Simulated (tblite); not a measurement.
Species: C₈H₁₁O₃S (charge -1).
Cartesian coordinates in Å at the GFN2-xTB level; atoms count from 1:
```xyz
23
C8H11O3S angstrom
C     -2.228    2.581   -0.821
C     -1.706    1.389   -1.077
C     -0.992    0.564   -0.105
C      0.191   -0.275   -0.555
C      1.380   -0.373    0.335
C      2.660   -0.941   -0.198
C      2.559    0.526    0.090
C     -1.078   -0.932   -0.157
S     -1.126   -1.773    1.463
O     -0.188   -2.883    1.330
O     -2.518   -2.191    1.593
O     -0.714   -0.772    2.446
H     -2.157    3.024    0.159
H     -2.753    3.153   -1.569
H     -1.798    0.966   -2.072
H     -0.928    0.961    0.901
H      0.429   -0.236   -1.618
H      1.110   -0.601    1.357
H      3.256   -1.559    0.456
H      2.687   -1.255   -1.232
H      2.512    1.205   -0.751
H      3.093    0.925    0.939
H     -1.705   -1.424   -0.884
```

Computed with GFN2-xTB (tblite): harmonic, unscaled wavenumbers at the GFN2-xTB geometry, gas phase. Errors from tens to a few hundred cm⁻¹ against measured bands are possible. One conformer, not necessarily the lowest.

Harmonic wavenumbers (cm⁻¹): 43.1, 54.1, 73.6, 106.5, 135.7, 149.5, 195.4, 252.3, 278.5, 295.7, 346.6, 392.5, 441.8, 472.8, 483.5, 502.0, 564.1, 641.2, 716.7, 795.1, 845.8, 853.7, 862.5, 914.1, 958.1, 966.2, 969.1, 977.7, 997.4, 1007.1, 1016.7, 1034.0, 1050.9, 1071.7, 1075.2, 1102.6, 1106.2, 1149.1, 1154.8, 1162.1, 1188.4, 1212.6, 1226.4, 1253.1, 1264.6, 1298.1, 1368.0, 1419.8, 1443.8, 1460.6, 1497.4, 1688.5, 2951.7, 3018.6, 3056.1, 3059.7, 3064.0, 3066.4, 3080.8, 3085.8, 3087.3, 3101.9, 3115.3.

A = 900.5, B = 791.4, C = 486.5 MHz; mass 187.043 u (most abundant isotopes); point group C1, symmetry number 1.

Q: What is the zero-point energy?

A: Half the sum of the wavenumbers: 38612 cm⁻¹ = 461.91 kJ/mol.

Q: Give the ideal-gas entropy at 298.15 K and 1 bar in the rigid-rotor, harmonic-oscillator model (classical rotation).

A: Translation 174.10, rotation 130.57, vibration 160.03: S = 464.7 J/(mol K).

Q: And Cp and H(298.15 K) − H(0)?

A: Cp = 198.78 J/(mol K), of which vibrations give 165.52 (their classical limit is 63 R = 523.8); H(298.15 K) − H(0) = 34.73 kJ/mol without the zero-point energy, 24.81 from vibrations.

Q: What must be added to the electronic energy to get the Gibbs energy at 298.15 K and 1 bar?

A: ZPE + [H(298.15 K) − H(0)] − T·S = 461.91 + 34.73 − 138.55 = 358.09 kJ/mol.

Q: Blend soft modes into free rotors: weight 1/[1 + (100 cm⁻¹/ν̃)⁴] for the oscillator and the rest for a rotor with moment μB/(μ + B), μ = h/(8π²ν), B = 10⁻⁴⁴ kg m². What vibrational entropy results?

A: 145.45 J/(mol K) in place of 160.03, which changes −T·S at 298.15 K by +4.35 kJ/mol.

Q: Which modes carry the vibrational entropy at 298.15 K?

A: 43.1 cm⁻¹: 21.39; 54.1 cm⁻¹: 19.50; 73.6 cm⁻¹: 16.96; 106.5 cm⁻¹: 13.94; 135.7 cm⁻¹: 11.98; 149.5 cm⁻¹: 11.21 J/(mol K); the other 57 give 65.05 together.

Q: How do the functions run with temperature in this model?

A: 
| T (K) | S (J/(mol K)) | Cp (J/(mol K)) | H − H(0) (kJ/mol) | G − H(0) (kJ/mol) | ln q(vib) |
| --- | --- | --- | --- | --- | --- |
| 150 | 360.0 | 117.6 | 11.47 | -42.53 | 4.21 |
| 250 | 432.2 | 170.9 | 25.83 | -82.23 | 7.62 |
| 400 | 531.2 | 255.3 | 57.91 | -154.56 | 12.66 |
| 600 | 651.7 | 338.7 | 117.93 | -273.10 | 19.30 |
| 900 | 804.5 | 412.8 | 231.73 | -492.33 | 28.73 |

q(vib) and H(0) count from the zero-point level.

Hindered rotation and anharmonicity are outside this model. Other conformers, if any are populated, would add a mixing term that is left out. The structure is chiral; the term R ln 2 for an equal mix with its mirror image is left out.

The run took 1.4 s wall, 2.8 s CPU on an AMD EPYC 7B13 with 2 threads, on a shared host. The figure is for the frequency step alone.
